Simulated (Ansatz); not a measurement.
Ansatz results at the PBE0-D4/def2-TZVP geometry: HOMO–LUMO gap (PBE0/def2-TZVPP) 8.22 eV; HOMO energy (ωB97M-V/def2-TZVPP) -9.54 eV; LUMO energy (PBE/def2-TZVPP) 0.04 eV.

Each molecule was computed in one conformer, which needn't be the lowest.

Problem. Which molecule gave them?
A. `C[O][Ge]([O]C)([O]C)[Si](Cl)(Cl)Cl`
B. `C[Se][GeH2][Cl]`
C. `[Cl][GeH]([Cl])[SeH]`
D. `C[CH](C)[GeH2][CH](C)C`

Solution. D. The others give `C[O][Ge]([O]C)([O]C)[Si](Cl)(Cl)Cl`: 7.27, -10.06, -1.50; `[Cl][GeH]([Cl])[SeH]`: 6.13, -9.83, -2.45; `C[Se][GeH2][Cl]`: 6.17, -9.04, -1.60.
